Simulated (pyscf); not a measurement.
Single points on ωB97X-D3(BJ)/def2-SVP structures (PySCF, gas phase).

What is the homolytic dissociation enthalpy (298 K, ωB97M-D3(BJ)/def2-TZVP) of the Ge–Ge bond of H₃Ge–GeH₂–SnH₃, to GeH₃• + •H₂Ge–SnH₃?

Ge–Ge to GeH₃• + •H₂Ge–SnH₃: 65.9 kcal/mol. The 7 functionals that were run give +60.4 (M06-2X) to +74.4 kcal/mol (ωB97X-D3(BJ)). •H₂Ge–SnH₃ lies 8.3 kcal/mol over its isomer H₃Ge–SnH₂•, and others may lie lower still (electronic energy, ωB97M-D3(BJ)). Elements up to Kr have no core potential and no relativistic terms here. Elements past Kr carry the def2 core potentials, without spin-orbit coupling.
